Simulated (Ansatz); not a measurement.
Geometry optimisation, Ansatz, RKS PBE-D4/def2-SVP.

input.yaml

```yaml
crystal:
  periodic: [false, false, false]
  atoms:
    - { symbol: F, position_ang: [-1.2307, 2.3068, 0.5863] }
    - { symbol: C, position_ang: [-0.5959, 1.3873, -0.0698] }
    - { symbol: C, position_ang: [-0.3596, 0.2277, 0.5089] }
    - { symbol: Si, position_ang: [0.6633, -1.1475, -0.2303] }
    - { symbol: H, position_ang: [-0.3183, 1.703, -1.0836] }
    - { symbol: H, position_ang: [-0.6712, 0.0718, 1.5346] }
    - { symbol: H, position_ang: [1.8234, -1.4579, 0.5836] }
    - { symbol: H, position_ang: [-0.2321, -2.3484, -0.2813] }
    - { symbol: H, position_ang: [1.0096, -0.7891, -1.5653] }
basis:
  gaussian: { orbitals: def2-SVP }
hamiltonian:
  xc: pbe
  dispersion: d4
relax:
  f_tol: 0.015
  max_steps: 40
```

Run as:

```bash
$ ansatz run input.yaml --threads 1 --pin off --max-ram 2048MiB --backend cpu --events-out ev --progress --plain --runs-dir out
```

Problem. Where does it end, and by what steps?

Solution. It converged. After 7 steps the energy has fallen by 0.244 eV; F1 moved furthest, 0.12 Å.

```
step  energy less start (eV)  largest force component (eV/Å)  accepted
   0                  0.0000                           2.085       yes
   1                 -0.2118                           0.641       yes
   2                 -0.2120                           0.625       yes
   3                 -0.2395                           0.195       yes
   4                 -0.2417                           0.106       yes
   5                 -0.2430                           0.062       yes
   6                 -0.2434                           0.037       yes
   7                 -0.2435                           0.011       yes
```

```xyz
9
Properties=species:S:1:pos:R:3
F -1.277 2.388 0.519
C -0.592 1.383 -0.046
C -0.338 0.223 0.584
Si 0.621 -1.160 -0.230
H -0.272 1.633 -1.074
H -0.721 0.116 1.614
H 1.865 -1.487 0.552
H -0.208 -2.414 -0.317
H 1.011 -0.730 -1.619
```

Whether the end is a true minimum wasn't checked by a vibrational analysis.

The run took 17 s on 1 thread of Intel(R) Xeon(R) Processor @ 2.70GHz, with other jobs on the host, peak memory 0.13 GiB.
